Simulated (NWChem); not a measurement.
System: InNH2BrCl; SMILES [NH2][In]([Cl])[Br]

The following NWChem deck was run.

```
start job
memory heap 200 mb stack 900 mb global 1100 mb
geometry units angstroms noautoz
  In    -0.306431     0.435949    -0.020466
  Cl     1.397258     2.035638     0.049537
  Br     0.373692    -1.936868     0.005561
  N     -2.236020     1.003549     0.098741
  H     -2.915668     0.341007    -0.266536
  H     -2.443494     1.934464    -0.254701
end
basis spherical
  * library def2-svp
end
ecp
  In library def2-ecp
end
dft
  xc r2scan
  grid xfine
  iterations 150
  mulliken
end
task dft gradient
```

Excerpt of the output:

```
             Northwest Computational Chemistry Package (NWChem) 7.3.0
             --------------------------------------------------------

 C1  symmetry detected

                             Geometry "geometry" -> ""
                             -------------------------

 Output coordinates in angstroms (scale by  1.889725989 to convert to a.u.)

  No.       Tag          Charge          X              Y              Z
 ---- ---------------- ---------- -------------- -------------- --------------
    1 In                  49.0000    -0.29832223     0.46909092    -0.02178193
    2 Cl                  17.0000     1.45889926     2.01071136     0.02339092
    3 Br                  35.0000     0.30168546    -1.92516392     0.01046281
    4 N                    7.0000    -2.20644124     1.10207257     0.11279098
    5 H                    1.0000    -2.91154465     0.46101254    -0.24242980
    6 H                    1.0000    -2.38585596     2.03766834    -0.24363624

 Effective nuclear repulsion energy (a.u.)     812.7908803505

                                 NWChem DFT Module
                                 -----------------

 Summary of "ao basis" -> "ao basis" (spherical)
 ------------------------------------------------------------------------------
       Tag                 Description            Shells   Functions and Types
 ---------------- ------------------------------  ------  ---------------------
 In                         def2-svp                10       26   4s4p2d
 Cl                         def2-svp                 8       18   4s3p1d
 Br                         def2-svp                12       32   5s4p3d
 N                          def2-svp                 6       14   3s2p1d
 H                          def2-svp                 3        5   2s1p

            General Information
            -------------------
          SCF calculation type: DFT
          Wavefunction type:  closed shell.
          No. of atoms     :     6
          No. of electrons :    82
           Alpha electrons :    41
            Beta electrons :    41
          Charge           :     0
          Spin multiplicity:     1
          Use of symmetry is: off; symmetry adaption is: off
          Maximum number of iterations: 150
          AO basis - number of functions:   100
                     number of shells:    42
          Convergence on energy requested:  1.00D-06
          Convergence on density requested:  1.00D-05
          Convergence on gradient requested:  5.00D-04

              XC Information
              --------------
                      r^2SCAN Method XC Functional
               r^2SCAN metaGGA Exchange Functional  1.000
                     r^2SCAN Correlation Potential  1.000

             Grid Information
             ----------------
          Grid used for XC integration:  xfine
          Radial quadrature: Mura-Knowles
          Angular quadrature: Lebedev.
          Tag              B.-S. Rad. Rad. Pts. Rad. Cut. Ang. Pts.
          ---              ---------- --------- --------- ---------
          In                  1.55      205          10.0      1454
          Cl                  1.00      125          12.0      1454
          Br                  1.15      160          12.0      1454
          N                   0.65      100          11.0      1454
          H                   0.35      100          12.0      1202
          Grid pruning is: on
          Number of quadrature shells:   790
          Spatial weights used:  Erf1

      Superposition of Atomic Density Guess
      -------------------------------------

 Sum of atomic energies:       -3304.70236923

      Non-variational initial energy
      ------------------------------

 Total energy =   -3276.551340
 1-e energy   =   -5488.747509
 2-e energy   =    1780.004780
 HOMO         =      -0.348077
 LUMO         =      -0.070203

     ---------------------------------------------
      Total Density - Mulliken Population Analysis
     ---------------------------------------------

    Atom       Charge   Shell Charges
 -----------   ------   -------------------------------------------------------
    1 In  21    19.56   2.59 -0.60  0.61  0.19  3.23  2.76  0.50  0.16  9.70  0.40
    2 Cl  17    17.54   2.00  1.99  1.23  0.72  5.94  2.18  3.46  0.01
    3 Br  35    35.49   2.00  2.00  2.00  1.37  0.58  6.00  5.99  2.39  3.15  8.23  1.73  0.05
    4 N    7     7.89   1.99  1.04  0.50  2.54  1.81  0.01
    5 H    1     0.76   0.60  0.12  0.04
    6 H    1     0.76   0.60  0.12  0.04

   convergence    iter        energy       DeltaE   RMS-Dens  Diis-err
 ---------------- ----- ----------------- --------- --------- ---------
 d= 0,ls=0.0,diis     1  -3279.9771490302 -3.71D+03  1.93D-02  6.26D-01
 d= 0,ls=0.0,diis     2  -3279.8048439605  1.72D-01  1.28D-02  1.79D+00
 d= 0,ls=0.0,diis     3  -3280.0414162049 -2.37D-01  3.92D-03  1.24D-01
 d= 0,ls=0.0,diis     4  -3280.0527760909 -1.14D-02  1.87D-03  3.89D-02
 d= 0,ls=0.0,diis     5  -3280.0582045563 -5.43D-03  2.45D-04  5.37D-04
  Resetting Diis
 d= 0,ls=0.0,diis     6  -3280.0582674893 -6.29D-05  5.20D-05  1.96D-05
 d= 0,ls=0.0,diis     7  -3280.0582695870 -2.10D-06  4.00D-05  2.09D-06
 d= 0,ls=0.0,diis     8  -3280.0582690421  5.45D-07  2.45D-05  5.54D-06
 d= 0,ls=0.0,diis     9  -3280.0582699359 -8.94D-07  3.28D-06  1.31D-07

         Total DFT energy =    -3280.058269935896
      One electron energy =    -5490.848604247070
           Coulomb energy =     1922.659636484826
    Exchange-Corr. energy =     -144.060690439859
 Nuclear repulsion energy =      432.191388266208

 Numeric. integr. density =       82.000000700460

                       DFT Final Molecular Orbital Analysis
                       ------------------------------------

 Vector   39  Occ=2.000000D+00  E=-2.782581D-01
              MO Center=  4.8D-01, -1.0D+00,  7.1D-03, r^2= 4.2D+00
   Bfn.  Coefficient  Atom+Function         Bfn.  Coefficient  Atom+Function
  ----- ------------  ---------------      ----- ------------  ---------------
    61      0.527071  3 Br pz                58      0.466203  3 Br pz
    55     -0.310420  3 Br pz                39     -0.289075  2 Cl pz
    36     -0.205907  2 Cl pz                33     -0.120875  2 Cl pz
    52      0.100954  3 Br pz                18      0.083357  1 In d -1
    38      0.063631  2 Cl py                13      0.061570  1 In pz

 Vector   40  Occ=2.000000D+00  E=-2.731536D-01
              MO Center=  3.4D-01, -1.5D+00,  1.4D-02, r^2= 3.0D+00
   Bfn.  Coefficient  Atom+Function         Bfn.  Coefficient  Atom+Function
  ----- ------------  ---------------      ----- ------------  ---------------
    59      0.537433  3 Br px                56      0.480326  3 Br px
    53     -0.318677  3 Br px                38      0.191625  2 Cl py
    60      0.171480  3 Br py                57      0.156027  3 Br py
    35      0.141280  2 Cl py                50      0.103613  3 Br px
    54     -0.103234  3 Br py                17      0.092697  1 In d -2

 Vector   41  Occ=2.000000D+00  E=-2.481047D-01
              MO Center= -1.8D+00,  9.1D-01,  1.4D-01, r^2= 2.6D+00
   Bfn.  Coefficient  Atom+Function         Bfn.  Coefficient  Atom+Function
  ----- ------------  ---------------      ----- ------------  ---------------
    82      0.497719  4 N  pz                85     -0.415956  4 N  pz
    80     -0.148864  4 N  px                61      0.143376  3 Br pz
    83      0.128635  4 N  px                79     -0.125353  4 N  s
    39      0.118024  2 Cl pz                58      0.116282  3 Br pz
    78     -0.115839  4 N  s                 13     -0.109239  1 In pz

 Vector   42  Occ=0.000000D+00  E=-1.026426D-01
              MO Center= -1.8D-01,  3.0D-01, -1.6D-01, r^2= 4.7D+00
   Bfn.  Coefficient  Atom+Function         Bfn.  Coefficient  Atom+Function
  ----- ------------  ---------------      ----- ------------  ---------------
     3      0.680370  1 In s                  4      0.616692  1 In s
    60     -0.390533  3 Br py                 1     -0.367843  1 In s
    79     -0.319312  4 N  s                 37      0.259880  2 Cl px
    38      0.255875  2 Cl py                57     -0.254411  3 Br py
    80      0.217662  4 N  px                83     -0.209727  4 N  px

 Vector   43  Occ=0.000000D+00  E=-5.656804D-02
              MO Center= -2.6D-01,  4.2D-01,  1.4D-01, r^2= 4.2D+00
   Bfn.  Coefficient  Atom+Function         Bfn.  Coefficient  Atom+Function
  ----- ------------  ---------------      ----- ------------  ---------------
    13      0.672383  1 In pz                16      0.472995  1 In pz
    39     -0.216323  2 Cl pz                61     -0.215736  3 Br pz
    82      0.187006  4 N  pz                85     -0.178691  4 N  pz
    10     -0.163174  1 In pz                 3      0.159149  1 In s
     7     -0.149710  1 In pz                58     -0.148520  3 Br pz

 Vector   44  Occ=0.000000D+00  E= 3.121495D-02
              MO Center= -1.1D+00,  3.2D-01, -1.5D-01, r^2= 6.5D+00
   Bfn.  Coefficient  Atom+Function         Bfn.  Coefficient  Atom+Function
  ----- ------------  ---------------      ----- ------------  ---------------
    14      0.791738  1 In px                79      0.769137  4 N  s
    11      0.373594  1 In px                97     -0.353026  6 H  s
     3      0.336785  1 In s                 30     -0.303468  2 Cl s
     4     -0.301885  1 In s                 92     -0.251627  5 H  s
    15      0.238064  1 In py                59     -0.227053  3 Br px

     ---------------------------------------------
      Total Density - Mulliken Population Analysis
     ---------------------------------------------

    Atom       Charge   Shell Charges
 -----------   ------   -------------------------------------------------------
    1 In  21    20.34   2.60 -0.60  0.87  0.09  3.23  2.78  0.94  0.22  9.65  0.57
    2 Cl  17    17.28   2.00  1.99  1.24  0.73  5.93  2.11  3.27  0.01
    3 Br  35    35.25   2.00  2.00  1.99  1.43  0.53  6.00  5.98  2.36  2.95  8.19  1.74  0.08
    4 N    7     7.43   1.99  1.00  0.49  2.37  1.57  0.01
    5 H    1     0.85   0.70  0.10  0.05
    6 H    1     0.85   0.70  0.10  0.05

     -------------------------------------------
      Total Density - Lowdin Population Analysis
     -------------------------------------------

    Atom       Charge   Shell Charges
 -----------   ------   -------------------------------------------------------
    1 In  21    20.84   1.38  0.54  0.65  0.34  3.03  2.85  1.03  0.54  9.40  1.08
    2 Cl  17    17.05   2.00  1.96  1.04  0.80  5.82  2.23  3.19  0.01
    3 Br  35    35.05   2.00  2.00  1.96  1.13  0.73  5.99  5.81  2.45  2.96  7.84  2.03  0.15
    4 N    7     7.22   1.97  0.74  0.47  2.18  1.85  0.02
    5 H    1     0.92   0.59  0.20  0.13
    6 H    1     0.92   0.59  0.20  0.13

     Multipole analysis of the density
     ---------------------------------

     L   x y z        total         alpha         beta         nuclear
     -   - - -        -----         -----         ----         -------
     0   0 0 0      0.000000    -41.000000    -41.000000     82.000000

     1   1 0 0     -1.113714     -8.449319     -8.449319     15.784924
     1   0 1 0      0.250367     12.535530     12.535530    -24.820693
     1   0 0 1     -0.415508     -0.784020     -0.784020      1.152533

     2   2 0 0    -43.594968   -181.575962   -181.575962    319.556956
     2   1 1 0     -2.683915     -7.370353     -7.370353     12.056792
     2   1 0 1      2.215245      0.443191      0.443191      1.328864
     2   0 2 0    -47.075809   -409.100062   -409.100062    771.124315
     2   0 1 1     -1.074612     -0.790675     -0.790675      0.506738
     2   0 0 2    -43.543403    -22.182873    -22.182873      0.822344

            General Information
            -------------------
          SCF calculation type: DFT
          Wavefunction type:  closed shell.
          No. of atoms     :     6
          No. of electrons :    82
           Alpha electrons :    41
            Beta electrons :    41
          Charge           :     0
          Spin multiplicity:     1
          Use of symmetry is: off; symmetry adaption is: off
          Maximum number of iterations: 150
          AO basis - number of functions:   100
                     number of shells:    42
          Convergence on energy requested:  1.00D-06
          Convergence on density requested:  1.00D-05
          Convergence on gradient requested:  5.00D-04

              XC Information
              --------------
                      r^2SCAN Method XC Functional
               r^2SCAN metaGGA Exchange Functional  1.000
                     r^2SCAN Correlation Potential  1.000

             Grid Information
             ----------------
          Grid used for XC integration:  xfine
          Radial quadrature: Mura-Knowles
          Angular quadrature: Lebedev.
          Tag              B.-S. Rad. Rad. Pts. Rad. Cut. Ang. Pts.
          ---              ---------- --------- --------- ---------
          In                  1.55      205          10.0      1454
          Cl                  1.00      125          12.0      1454
          Br                  1.15      160          12.0      1454
          N                   0.65      100          11.0      1454
          H                   0.35      100          12.0      1202
          Grid pruning is: on
          Number of quadrature shells:   790
          Spatial weights used:  Erf1

          Convergence Information
          -----------------------
          Convergence aids based upon iterative change in
          total energy or number of iterations.
          Levelshifting, if invoked, occurs when the
          HOMO/LUMO gap drops below (HL_TOL):  1.00D-02
          DIIS, if invoked, will attempt to extrapolate
          using up to (NFOCK): 10 stored Fock matrices.

                    Damping( 0%)  Levelshifting(0.5)       DIIS
                  --------------- ------------------- ---------------
          dE  on:    start            ASAP                start
          dE off:    2 iters        150 iters           150 iters

                            NWChem DFT Gradient Module
                            --------------------------

  charge          =   0.00
  wavefunction    = closed shell

                         DFT ENERGY GRADIENTS

    atom               coordinates                        gradient
                 x          y          z           x          y          z
   1 In     -0.563747   0.886453  -0.041162   -0.000606   0.000644   0.001110
   2 Cl      2.756920   3.799694   0.044202   -0.000935  -0.000940  -0.000273
   3 Br      0.570103  -3.638032   0.019772   -0.000152   0.000881  -0.000240
   4 N      -4.169569   2.082615   0.213144    0.000402  -0.000144  -0.002411
   5 H      -5.502022   0.871187  -0.458126    0.001010   0.000883   0.000892
   6 H      -4.508614   3.850635  -0.460406    0.000280  -0.001323   0.000922
```

Level: r2SCAN/def2-SVP with def2 effective core potentials on In. Structure relaxed at the PBE0/def2-SVP level. def2 effective core potentials on In; no spin-orbit coupling.
